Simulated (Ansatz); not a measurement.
`C[O][GeH]([CH3])[SH]` + `FB(S)O[SiH3]` → `[CH3][GeH]([F])[SH]` + `COB(S)O[SiH3]`  (redistribution)

Program: Ansatz. Geometries: PBE0-D4/def2-TZVP. ΔE: electronic, gas phase. CCSD(T)/CBS adds triple-zeta CCSD(T) − MP2 to the extrapolated MP2 energy (def2 sets, frozen cores). DFT in def2-TZVPP. B3LYP here is the variant with VWN-RPA as its local correlation; programs differ in this. For Ge outer-core shells are correlated without core-valence functions, which leaves a few kJ/mol of doubt a bond. Scalar relativity is left out up to krypton. One conformer a species, not always the lowest.

Task: Is it downhill or uphill in electronic energy at CCSD(T)/CBS, and by how much? (An estimate is asked.)

Result: Computed: Downhill: ΔE = -19.2 kJ/mol.

Task: What do these levels give: r2SCAN-D4, B3LYP-D4, ωB97M-V, PBE, r2SCAN, HF/def2-TZVPP, MP2/def2-TZVPP, CCSD(T)/def2-TZVPP, HF/def2-QZVPP, SCS-MP2/def2-QZVPP, MP2/CBS(def2), CCSD/CBS(def2)? (Estimate.)

Result: Computed: r2SCAN-D4 -20.0, B3LYP-D4 -21.0, ωB97M-V -20.7, PBE -21.4, r2SCAN -20.2, HF/def2-TZVPP -22.1, MP2/def2-TZVPP -15.8, CCSD(T)/def2-TZVPP -16.5, HF/def2-QZVPP -23.9, SCS-MP2/def2-QZVPP -19.5, MP2/CBS(def2) -18.5, CCSD/CBS(def2) -19.8 kJ/mol.

Largest T1 diagnostic among the species: 0.013.

In def2-TZVPP, CCSD(T) changes the Hartree–Fock value by +5.6 kJ/mol (the triples alone add +0.6 kJ/mol) and MP2 by +6.2 kJ/mol.
